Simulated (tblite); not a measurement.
Species: C9H7 (doublet state).
Bonds: C1–C2 (triple), C2–C3, C3–C4 (aromatic), C4–C5 (aromatic), C5–C6 (aromatic), C6–C7 (aromatic), C7–C8, C7–C9 (aromatic), C3–C9 (aromatic). Hydrogens: H10 on C1; H11 on C4; H12 on C5; H13, H14, H15 on C8; H16 on C9.

Computed geometry: GFN2-xTB, gas phase. This method treats the open shell by occupation alone, without spin polarisation.

(1) List the bond lengths and angles at this level.

Answers

(1) 
| bond | length (Å) | order |
| --- | --- | --- |
| C1≡C2 | 1.200 | triple |
| C2–C3 | 1.418 | single |
| C3–C4 | 1.394 | aromatic |
| C4–C5 | 1.391 | aromatic |
| C5–C6 | 1.363 | aromatic |
| C6–C7 | 1.370 | aromatic |
| C7–C8 | 1.498 | single |
| C7–C9 | 1.395 | aromatic |
| C3–C9 | 1.393 | aromatic |
| C1–H10 | 1.049 | single |
| C4–H11 | 1.080 | single |
| C5–H12 | 1.080 | single |
| C8–H13, C8–H14, C8–H15 | 1.088 | single |
| C9–H16 | 1.082 | single |

Bonds in one row agree within 0.01 Å and their mean is given. Orders are formal, as drawn. A selection of angles:
| angle | degrees |
| --- | --- |
| C1–C2–C3 | 179.8 |
| C2–C3–C4 | 119.7 |
| C2–C3–C9 | 119.8 |
| C4–C3–C9 | 120.6 |
| C3–C4–C5 | 119.3 |
| C4–C5–C6 | 117.7 |
| C5–C6–C7 | 126.0 |
| C6–C7–C8 | 123.1 |
| C6–C7–C9 | 115.8 |
| C8–C7–C9 | 121.1 |
| C3–C9–C7 | 120.7 |

C5 (carbon bonded to 2 C and H) is planar (angles 122.0°, 120.4° and 117.7°, sum 360.0°, 0.00 Å off the plane of its three neighbours). The 6-membered ring C3–C4–C5–C6–C7–C9 has internal angles of 115.8° to 126.0°; it is planar, 0.00 Å rms from its mean plane, widest ring torsion 0°. C9 (carbon bonded to 2 C and H) is planar (angles 120.7°, 119.7° and 119.6°, sum 360.0°, 0.00 Å off the plane of its three neighbours). C7 (carbon bonded to 3 C) is planar (angles 123.1°, 121.1° and 115.8°, sum 360.0°, 0.01 Å off the plane of its three neighbours). C3 (carbon bonded to 3 C) is planar (angles 120.6°, 119.8° and 119.7°, sum 360.0°, 0.00 Å off the plane of its three neighbours). The 9 heavy atoms lie in one plane (0.004 Å rms). C4 (carbon bonded to 2 C and H) is planar (angles 120.6°, 120.2° and 119.3°, sum 360.0°, 0.00 Å off the plane of its three neighbours).

GFN2-xTB frequencies show an imaginary mode (38i cm⁻¹), so the point is no minimum at that level. 2 starts were optimised and ended at 0.00 and 0.02 kcal/mol (GFN2-xTB); the lowest of these is shown.
